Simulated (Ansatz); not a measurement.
PBE exchange is replaced step by step with exact exchange (0 % is PBE, 25 % PBE0; no dispersion term), basis def2-TZVPD, Ansatz. System: [Ga(OMe)H3]- (CH₆GaO⁻). Charge -1, multiplicity 1. Geometry: PBE0-D4/def2-TZVPD.

Geometry of the singlet:

```xyz
9

Ga    0.348   -1.235   -0.581
O     0.132   -0.111    0.929
C    -0.314    1.164    0.680
H    -1.292    1.194    0.158
H     0.382    1.760    0.054
H    -0.444    1.725    1.624
H     0.840   -2.655   -0.001
H     1.446   -0.530   -1.549
H    -1.099   -1.312   -1.315
```

```
exact exchange (%)  HOMO (eV)  LUMO (eV)  gap (eV)
                 0      -0.48       3.41      3.89
                 5      -0.75       3.51      4.27
                10      -1.03       3.62      4.65
                15      -1.31       3.72      5.03
                25      -1.87       3.91      5.78
                35      -2.44       4.09      6.52
```

Fit a straight line to the column «gap (eV)» against the share of exact exchange and predict its value at 50 %.

With x = exact exchange (%) and y = gap (eV): mean x = 15, mean y = 5.023; Σ(x − x̄)(y − ȳ) = 63.9, Σ(x − x̄)² = 850; slope b = 0.07518, intercept a = ȳ − b·x̄ = 3.895. The residuals of the fitted rows reach 0.01. At x = 50 the line gives 3.895 + (0.07518 × 50) = 7.65; the run gave 7.60, 0.05 less than the line.
